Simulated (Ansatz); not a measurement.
One change: `C=C[O][InH2]` becomes `C#COC=C`.

Ansatz, PBE0-D4/def2-TZVP geometries, multiplicity 1. Each molecule was computed in one conformer, which needn't be the lowest.

Elements past krypton have def2 core potentials.

| property | `C=C[O][InH2]` |
| --- | --- |
| size of the dipole moment (B3LYP/def2-TZVPP) / D | 2.18 |
| HOMO–LUMO gap (PBE/def2-TZVPP) / eV | 2.68 |
| HOMO–LUMO gap (B3LYP/def2-TZVPP) / eV | 3.98 |
| size of the dipole moment (ωB97M-V/def2-TZVPP) / D | 2.30 |
| size of the dipole moment (PBE/def2-TZVPP) / D | 2.02 |
| LUMO energy (PBE/def2-TZVPP) / eV | -2.52 |

Task: What does the change do to each property? (An estimate is asked.)

Result: The calculation gave: 
| property | `C#COC=C` | shift |
| --- | --- | --- |
| size of the dipole moment (B3LYP/def2-TZVPP) / D | 1.19 | -0.99 |
| HOMO–LUMO gap (PBE/def2-TZVPP) / eV | 4.87 | 2.19 |
| HOMO–LUMO gap (B3LYP/def2-TZVPP) / eV | 6.60 | 2.62 |
| size of the dipole moment (ωB97M-V/def2-TZVPP) / D | 1.24 | -1.06 |
| size of the dipole moment (PBE/def2-TZVPP) / D | 1.11 | -0.91 |
| LUMO energy (PBE/def2-TZVPP) / eV | -1.03 | 1.49 |

With PBE0 the HOMO falls by 0.82 eV and the LUMO rises by 1.80 eV, so the gap widens by about 2.62 eV. PBE moves the HOMO by -0.72 eV and ωB97M-V by -0.81 eV. Dipoles are sizes alone; their direction can turn.

B3LYP here is the variant with VWN-RPA as its local correlation; programs differ in this.
